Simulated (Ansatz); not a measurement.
`ClB1C[SiH]1[GeH3]` + `C=C[SiH2]S` → `C=C[SiH2][S][GeH3]` + `ClB1C[SiH2]1`  (cleavage of the Ge–Si bond)

Computed with Ansatz on PBE0-D4/def2-TZVP structures; ΔE is electronic, products minus reactants. CCSD(T)/CBS is the MP2 limit (def2-TZVPP, def2-QZVPP) plus CCSD(T) − MP2 in def2-TZVPP, frozen cores. DFT in def2-TZVPP. B3LYP here is the variant with VWN-RPA as its local correlation; programs differ in this. For Ge outer-core shells are correlated without core-valence functions, which leaves a few kJ/mol of doubt a bond. Scalar relativity is left out up to krypton. Each species was taken in one conformer, which may not be the lowest.

```tsv
level	ΔE (kcal/mol)	difference from CCSD(T)/CBS
PBE-D4	-4.0	1.8
r2SCAN-D4	-5.0	0.8
PBE0-D4	-4.9	0.9
B3LYP-D4	-5.8	0.0
ωB97X-V	-6.1	-0.3
ωB97M-V	-6.6	-0.8
B2PLYP	-5.2	0.6
PBE	-2.8	3.0
r2SCAN	-4.7	1.1
PBE0	-3.9	1.9
B3LYP	-3.9	1.9
HF/def2-TZVPP	-6.7	-0.9
MP2/def2-TZVPP	-7.1	-1.3
SCS-MP2/def2-TZVPP	-6.9	-1.1
CCSD/def2-TZVPP	-5.5	0.3
CCSD(T)/def2-TZVPP	-5.6	0.2
HF/def2-QZVPP	-6.8	-1.0
MP2/def2-QZVPP	-7.2	-1.4
SCS-MP2/def2-QZVPP	-7.1	-1.3
HF/CBS(def2)	-6.8	-1.0
MP2/CBS(def2)	-7.3	-1.5
CCSD/CBS(def2)	-5.7	0.1
CCSD(T)/CBS	-5.8	0
```

Largest T1 diagnostic among the species: 0.013.

From PBE to PBE0 (25 % exact exchange), in def2-TZVPP and without D4, ΔE moves by −1.0 kcal/mol. The D4 term adds −2.0 kcal/mol with B3LYP and −1.0 kcal/mol with PBE0; it sums over pairs of atoms, weighted by their polarisabilities, and B3LYP, whose exchange is more repulsive, gets the larger term.
